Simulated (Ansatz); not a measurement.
Complex (SMILES): F (HF) with FCl (F-Cl), atoms 1 to 2 the first; geometry from B3LYP-D3(BJ)/def2-TZVP, monomers rigid:
```xyz
4

F      0.3477     0.0277    -0.4961
H     -0.5669     0.0474    -0.3400
F     -2.4822     0.0933    -0.3591
Cl    -3.1336     0.1260    -1.8747
```

Basis-set convergence of the uncorrected interaction energy at MP2 with Ansatz (an electronic-structure program). Cartesian d functions, on some or all atoms, in 6-31G*, 6-31G**, 6-31+G*, 6-311G**, 6-311+G**; all else is spherical. Cores are frozen. No added dispersion term, no relativity. Functions are those of the species that has most. Reference: the counterpoise-corrected one, Hartree-Fock in aug-cc-pV(Q+d)Z plus the correlation part extrapolated as X^-3 from aug-cc-pV(T+d)Z and aug-cc-pV(Q+d)Z, -2.23 kcal/mol, itself unsure by roughly 0.05 kcal/mol (a third of the extrapolation step and of the last Hartree-Fock step, counterpoise-corrected). Deviations are taken from unrounded values.

| basis | functions | uncorrected interaction energy (kcal/mol) | minus reference (kcal/mol) |
|---|---|---|---|
| STO-3G | 20 | -0.74 | 1.49 |
| 3-21G | 33 | -6.78 | -4.55 |
| 6-31G | 33 | -4.20 | -1.97 |
| 6-31G* | 51 | -4.20 | -1.97 |
| 6-31G** | 54 | -4.19 | -1.96 |
| 6-31+G* | 63 | -3.19 | -0.96 |
| 6-311G** | 69 | -3.84 | -1.61 |
| 6-311+G** | 81 | -3.13 | -0.90 |
| aug-pcseg-1 | 82 | -3.39 | -1.16 |
| 6-311++G(2d,2p) | 99 | -2.97 | -0.74 |
| 6-311++G(3df,3pd) | 143 | -3.02 | -0.79 |
| aug-pcseg-2 | 165 | -2.91 | -0.68 |
| aug-pcseg-3 | 308 | -2.76 | -0.53 |

Of the sets listed that have larger relatives (same family, alike in diffuse functions), none stays within 0.2 kcal/mol of the reference together with them.
